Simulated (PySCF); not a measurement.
Homolysis of single bonds, series SiH2(OH)-X. Gas-phase values, no solvent. One relaxed conformer stands for each flexible species; it need not be the lowest. Strings in code marks are SMILES. In the def2 sets, heavy atoms carry core potentials. All members: neutral, multiplicity 1. Level: PBE0-D4/def2-TZVP (PySCF), beside PBE-D3(BJ)/def2-TZVP // PBE0-D4/def2-TZVP (PySCF) at the same geometries. 

```tsv
species	HOMO–LUMO gap, PBE (eV)	HOMO–LUMO gap, PBE0-D4 (eV)
`O=C(O)[SiH2]O`	4.73	withheld
`O[SiH2][SiH3]` (H–O–Si–Si torsion 59°)	5.31	7.39
`C=C[SiH2]O` (C–C–Si–O torsion 6°, C–Si–O–H torsion 73°)	5.35	7.50
`O[SiH2]I` (H–O–Si–I torsion 56°)	5.41	7.41
`N#C[SiH2]O` (C–Si–O–H torsion 58°)	6.00	8.44
`O[SiH3]`	6.38	8.77
`C[SiH2]O` (C–Si–O–H torsion 70°)	6.55	8.91
```

Task: Fit y = a + b·x, y being the HOMO–LUMO gap at the first level, to the 6 complete rows by least squares, with x = the PBE value in eV. Give a, b and the rms residual, and predict the withheld value.

Result: Means of the 6 rows: x̄ = 5.8333, ȳ = 8.07 eV. Σ(x − x̄)² = 1.5269 and Σ(x − x̄)(y − ȳ) = 1.9571, so b = 1.282 and a = ȳ − b·x̄ = 0.592 eV. The rms residual is 0.088 eV. At x = 4.73 the line gives 6.66 eV, outside the range of the fitted rows. The run for `O=C(O)[SiH2]O` gave 7.32 eV, so the line is off by 0.66 eV, more than twice the rms residual.

Codes: PySCF.
